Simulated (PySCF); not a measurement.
A side-by-side comparison of computed properties.

First species: 3-pyridinesulfonic acid, C5H5NO3S.
Bonds: O1–S2 (double), S2–O3 (double), S2–O4, S2–C5, C5–C6 (aromatic), C6–C7 (aromatic), C7–C8 (aromatic), C8–N9 (aromatic), N9–C10 (aromatic), C5–C10 (aromatic). Hydrogens: H11 on O4; H12 on C6; H13 on C7; H14 on C8; H15 on C10.

Second species: C8H9FOSi.
InChI=1S/C8H9FOSi/c1-2-6-4-3-5-7(9)8(6)10-11/h2-5H,1H2,11H3

Levels: PBE0/pcSseg-1 for dipole moment, HOMO energy, LUMO energy and HOMO–LUMO gap; GFN2-xTB for rotational constant A and rotational constant C. Geometries: GFN2-xTB. Each species is one conformer at its optimised geometry, gas phase, non-relativistic unless stated. Electronic properties by PySCF.

Dipoles, sizes and rotational constants follow the conformer. The torsions of the flexible species, by atom-mapped SMILES:
- `[O:1]=[S:2](=[O:3])([OH:4])[c:5]1[cH:6][cH:7][cH:8][n:9][cH:10]1`: O1–S2–C5–C6 25°, H–O4–S2–O1 128°
- `[CH2:1]=[CH:2][c:3]1[cH:4][cH:5][cH:6][c:7]([F:8])[c:9]1[O:10][SiH3:11]`: C1–C2–C3–C4 0°, C7–C9–O10–Si11 0°

```json
{"property": "dipole moment", "column X": "3.20 D", "column Y": "0.59 D"}
{"property": "HOMO energy", "column X": "-8.10 eV", "column Y": "-6.58 eV"}
{"property": "LUMO energy", "column X": "-1.76 eV", "column Y": "-1.24 eV"}
{"property": "HOMO–LUMO gap", "column X": "6.34 eV", "column Y": "5.34 eV"}
{"property": "rotational constant A", "column X": "2.712 GHz", "column Y": "1.307 GHz"}
{"property": "rotational constant C", "column X": "0.743 GHz", "column Y": "0.515 GHz"}
```

(1) Which column belongs to which species?

(2) How does each property change from the first species to the second?

Results:

(1) Column X is the first species and column Y the second. The first has 15 atoms and 82 electrons, the second 20 and 88.

(2) dipole moment -2.61 D; HOMO energy +1.52 eV; LUMO energy +0.52 eV; HOMO–LUMO gap -1.00 eV; rotational constant A -1.405 GHz; rotational constant C -0.228 GHz.

On the first: The dipole matches unit charges of opposite sign 0.67 Å apart (1 e·Å = 4.8032 D). A dipole of 3.20 D is allowed in C1, and pure rotational transitions are dipole-allowed.

On the second: In atomic units the dipole is 0.23 e·bohr (1 au = 2.5417 D). A dipole of 0.59 D is allowed in Cs, and pure rotational transitions are dipole-allowed.
